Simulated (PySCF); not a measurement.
# Calculated properties of `FC(F)(F)C(F)(F)F`

C2F6.
Atom-mapped SMILES: `[F:1][C:2]([F:3])([F:4])[C:5]([F:6])([F:7])[F:8]`

Geometry (GFN2-xTB, Å), atoms numbered from 1 in this order:
```
atom  x, y, z in Å
F1     1.399   -0.292   -1.032
C2     0.768   -0.069    0.115
F3     1.260    1.039    0.656
F4     1.017   -1.083    0.935
C5    -0.766    0.073   -0.122
F6    -1.020    1.085   -0.943
F7    -1.256   -1.038   -0.660
F8    -1.393    0.296    1.027
```

Structural features include: CF3 group and C–F bond.

GFN2-xTB geometry:

```
Point group of the GFN2-xTB geometry                  : D3d
Rotational constants A, B, C of the GFN2-xTB geometry : 2.866, 1.810, 1.810 GHz
```

**wB97X-D/def2-SVPD ground state and vertical TDDFT (core frozen in the response) (PySCF)**

```
Dipole moment                                                     : 0.00 D by symmetry (numerical residue 0.01 D)
HOMO energy                                                       : -13.64 eV
LUMO energy                                                       : 2.34 eV
HOMO–LUMO gap                                                     : 15.98 eV
Lowest singlet excitation                                         : 11.79 eV (105 nm, f = 0.066 summed over 2 states within 0.01 eV)
Strongest line among the 8 lowest singlet transitions             : S6 at 12.83 eV (97 nm, f = 0.250)
Lowest triplet excitation (Tamm–Dancoff)                          : 10.91 eV
Static isotropic polarisability                                   : 31.8 au
Electronic spatial extent ⟨r²⟩ about the centre of nuclear charge : 717 bohr²
```

From delta-SCF UKS SCAN, pcX-2 on the ionised atom, pcseg-1 elsewhere, spin-free X2C (PySCF):

```
Core binding energies : C1s 299.8 (C2/C5), F1s 695.2 (F1/F3/F4/F6/F7/F8) eV
```

Monoisotopic mass from the formula: 137.9904 u.

The principal polarisabilities are 31.6, 31.6 and 32.2 au; their mean is the isotropic value. The rotational constants are those of a prolate symmetric top. No computed singlet falls in the visible range (750 to 380 nm, 1.65 to 3.26 eV); S1 lies 8.53 eV above its blue end. Point group D3d forbids a permanent dipole, so the rigid molecule has no electric-dipole pure rotational spectrum. In wavenumbers S1 is 95100 cm⁻¹ (1 eV = 8065.54 cm⁻¹). The vertical singlet–triplet gap S1 − T1 is 0.88 eV (TDDFT singlet less Tamm–Dancoff triplet). The polarisability is 4.71 Å³ as a volume (1 au = 0.148185 Å³), or 0.48 au for each of the 66 electrons.

Geometry: GFN2-xTB; no solvent, vibrations or thermal averaging.
